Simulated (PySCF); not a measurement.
2,3-dimethylbutanoic acid, C₆H₁₂O₂.
Numbering: `[CH3:1][CH:2]([CH3:3])[C@H:4]([CH3:5])[C:6](=[O:7])[OH:8]` (hydrogens: H9, H10, H11 on C1; H12 on C2; H13, H14, H15 on C3; H16 on C4; H17, H18, H19 on C5; H20 on O8)

Geometry (PBE0-D3(BJ)/def2-SVP, Å), atoms numbered from 1 in this order:
```
atom  x, y, z in Å
C1    -1.4118    1.3264   -0.4368
C2    -0.8237   -0.0806   -0.4265
C3    -1.3574   -0.8910    0.7496
C4     0.7248   -0.0654   -0.5106
C5     1.3221   -1.4523   -0.7081
C6     1.3136    0.5769    0.7242
O7     1.5458    0.0062    1.7593
O8     1.5381    1.8903    0.5698
H9    -1.0273    1.9217   -1.2791
H10   -1.1704    1.8726    0.4887
H11   -2.5086    1.2868   -0.5210
H12   -1.1474   -0.5841   -1.3558
H13   -1.0146   -1.9355    0.7215
H14   -2.4580   -0.9020    0.7355
H15   -1.0344   -0.4648    1.7118
H16    0.9900    0.5782   -1.3644
H17    2.3976   -1.3919   -0.9317
H18    1.2089   -2.0595    0.2005
H19    0.8285   -1.9692   -1.5447
H20    1.8771    2.2096    1.4212
```

All values: CAM-B3LYP/def2-SVPD (PySCF, non-relativistic), on one gas-phase PBE0-D3(BJ)/def2-SVP geometry that isn't relaxed in the solvent. The solvent is an IEF-PCM continuum (Bondi radii, 1.10 Å for H, scaled by 1.2), and excitations are vertical TDDFT with non-equilibrium linear response and a frozen core. Specific hydrogen bonds and non-electrostatic terms are outside this model.

Gas-phase singlets (H = HOMO, L = LUMO):

```tsv
state	E (eV)	λ (nm)	f	leading configurations
S1	5.835	212	0.001	H→L+1 74%, H→L 9%
S2	7.558	164	0.063	H→L 67%, H→L+1 13%
S3	8.298	149	0.053	H-1→L+1 34%, H→L+2 27%, H→L 12%
S4	8.459	147	0.001	H-3→L 25%, H-1→L 17%, H-2→L 13%
S5	8.479	146	0.021	H-1→L+1 26%, H-2→L+1 26%, H→L+2 11%
```

Give the list for tetrahydrofuran (ε = 7.426), n² = 1.97.

| state | E (eV) | λ (nm) | f | leading configurations | change by rank (eV) |
| --- | --- | --- | --- | --- | --- |
| S1 | 5.927 | 209 | 0.002 | H→L 75%, H→L+1 12% | +0.092 |
| S2 | 7.788 | 159 | 0.081 | H→L+1 68%, H→L 8% | +0.230 |
| S3 | 8.222 | 151 | 0.087 | H-1→L 76% | -0.076 |
| S4 | 8.402 | 148 | 0.040 | H-2→L 34%, H-3→L 21%, H-4→L 9% | -0.057 |
| S5 | 8.575 | 145 | 0.003 | H-3→L 33%, H-2→L 32% | +0.096 |

How does the list change in acetonitrile (ε = 35.69)?

| state | E (eV) | λ (nm) | f | leading configurations | change by rank (eV) |
| --- | --- | --- | --- | --- | --- |
| S1 | 5.947 | 208 | 0.002 | H→L 80% | +0.112 |
| S2 | 7.826 | 158 | 0.078 | H→L+1 72% | +0.268 |
| S3 | 8.200 | 151 | 0.082 | H-1→L 82% | -0.098 |
| S4 | 8.399 | 148 | 0.038 | H-2→L 39%, H-3→L 21%, H-4→L 11% | -0.060 |
| S5 | 8.555 | 145 | 0.008 | H-3→L 36%, H-2→L 34%, H-6→L 8% | +0.076 |

The ground-state energy changes by -0.278 eV from gas to acetonitrile. By how much does the total energy of gas-phase S2 change?

E(S2) = E(S0) + excitation energy, so it changes by -0.278 + 0.268 = -0.010 eV: it is lowered less than the ground state, which is what a blue shift means. This is the vertical state, with the slow part of the continuum still set for S0.

How do the frontier levels move from gas to acetonitrile?

| orbital | gas (eV) | solvent (eV) | change (eV) | Löwdin shares, gas | Löwdin shares, solvent |
| --- | --- | --- | --- | --- | --- |
| LUMO+2 | 1.55 | 1.82 | +0.27 | O8 14 %, C5 12 %, H19 10 %, H12 7 % | O8 18 %, C5 12 %, H19 10 %, O7 8 % |
| LUMO+1 | 1.17 | 1.27 | +0.10 | C6 31 %, O7 24 %, O8 17 %, C4 5 % | O8 21 %, O7 15 %, C6 15 %, H20 7 % |
| LUMO | 1.06 | 1.16 | +0.10 | O8 24 %, C6 11 %, O7 10 %, H20 10 % | C6 33 %, O7 25 %, O8 13 %, C4 6 % |
| HOMO | -9.52 | -9.60 | -0.08 | O7 58 %, C4 10 %, O8 9 %, C6 9 % | O7 52 %, C4 11 %, C6 9 %, O8 9 % |
| HOMO-1 | -10.59 | -10.44 | +0.15 | C4 19 %, C2 17 %, O7 14 %, C1 7 % | C4 21 %, C2 18 %, C3 10 %, C5 8 % |
| HOMO-2 | -10.74 | -10.59 | +0.15 | C2 14 %, C3 14 %, C1 13 %, O7 11 % | C1 20 %, C2 19 %, C3 12 %, C5 10 % |
| HOMO-3 | -10.89 | -10.80 | +0.09 | O8 22 %, O7 16 %, C2 13 %, C1 10 % | C2 17 %, O7 16 %, C1 14 %, O8 13 % |

The HOMO–LUMO gap goes from 10.58 to 10.76 eV. Rows go by rank; for HOMO-2, HOMO-1, LUMO and LUMO+1 the atom shares or the degeneracy differ between the runs, so the row needn't follow one orbital.
